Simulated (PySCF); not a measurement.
Potential energy of CsSn⁻ along the bond

Set-up: basis Cs def2-SVPD with ECP46, Sn def2-SVPD with ECP28; scalar-relativistic core potentials; PySCF 2.14. Energies in eV from Cs + Sn⁻ in their ground configurations at the same level. All curves are PBE0. state 1: Ms = 1 determinant of mixed spin (⟨S²⟩ near 2.8), unpaired electrons π ↑↑; state 2: ⁵Σ⁻ (quintet), unpaired electrons σ ↑↑, π ↑↑, a second solution, started from another occupation; state 3: Ms = 0 determinant of mixed spin (⟨S²⟩ near 1.7), unpaired electrons π ↑↓, a mixture of terms (⟨Lz²⟩ = 2.0), a second solution, started from another occupation.

| R (Å) | state 1 | state 2 | state 3 |
| --- | --- | --- | --- |
| 3.278 | -0.788 | -0.6571 | -0.3395 |
| 3.431 | -0.924 | -0.7980 | -0.4756 |
| 3.583 | -0.997 | -0.8754 | -0.5473 |
| 3.698 | -1.022 | -0.9040 | -0.5712 |
| 3.812 | -1.029 | -0.9147 | -0.5769 |
| 3.926 | -1.022 | -0.9120 | -0.5690 |
| 4.079 | -0.998 | -0.8939 | -0.5440 |
| 4.269 | -0.954 | -0.8562 | -0.4981 |
| 4.498 | -0.891 | -0.7995 | -0.4324 |
| 4.803 | -0.800 | -0.7178 | -0.3406 |

**Question.** Put a parabola through the three lowest points of the state 1 curve and estimate Re, k and ωe (reduced mass 63.03 u; 1 eV/Å² = 0.16022 mdyn/Å; ωe = 1302.8·√(k/μ) cm⁻¹).

**Answer.** Through R = 3.698, 3.812, 3.926 Å the second-order coefficient is 0.539 eV/Å², so Re ≈ 3.812 Å, k ≈ 0.173 mdyn/Å and ωe ≈ 68 cm⁻¹. A polynomial fit of higher order to the unrounded PBE0 energies gives Re = 3.806 Å, k = 0.165 mdyn/Å, ωe = 66.7 cm⁻¹; anharmonicity and rounding make the difference.

The higher-order fit for each curve: state 1: Re = 3.806 Å, ωe = 66.7 cm⁻¹, De = 1.03 eV; state 2: Re = 3.842 Å, ωe = 63.4 cm⁻¹, minimum 0.92 eV below the ground-state fragments; state 3: Re = 3.797 Å, ωe = 67.8 cm⁻¹, minimum 0.58 eV below the ground-state fragments.

Closed-shell solutions of metal pairs were not tested for spin polarisation, which can lower them a little. ⟨S²⟩ of the unrestricted solution departs from its pure value on part of the curve, where spin states mix. These are scalar-relativistic numbers at best; spin–orbit coupling would shift them, the dissociation energy most. For an ion De counts to the pair picked by the measured ionisation energies or electron affinities, which need not be the lowest pair at this level. The highest Kohn–Sham level is positive in this anion. Much of that is self-interaction error, but it also means that the finite basis helps to hold the extra electron. The state was picked by a PBE0 search and need not be the measured ground state.
